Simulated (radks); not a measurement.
Results of a calculation; reference values are marked as such.
Kinetic energies: the exact non-interacting value of the Kohn-Sham orbitals and orbital-free approximations, in hartree. Species: Be [He] 2s2; Bi [Hg] 6p3. Code: a radial shooting solver on a logarithmic mesh with Libxc functionals. Model: non-relativistic Kohn-Sham, exchange-only PBE, spin-polarised, spherical densities, point nucleus. Every spin shell is full or empty, so the densities are truly spherical. Functionals are evaluated on that one density, not self-consistently.

exact: Be 14.5450; Bi 20094.2
Thomas-Fermi: Be 13.053; Bi 19179
TF + vW/9: Be 14.565; Bi 19960
TF + vW/5: Be 15.774; Bi 20584
LC94: Be 14.560; Bi 20100
revAPBEK: Be 14.681; Bi 20132
Perdew 92: Be 14.568; Bi 19961
Thakkar: Be 14.595; Bi 19937
Pearson: Be 13.935; Bi 19930
LKT: Be 22.438; Bi 23248
PG1: Be 21.357; Bi 22552
DePristo-Kress: Be 14.343; Bi 20056
Ernzerhof: Be 14.868; Bi 20001
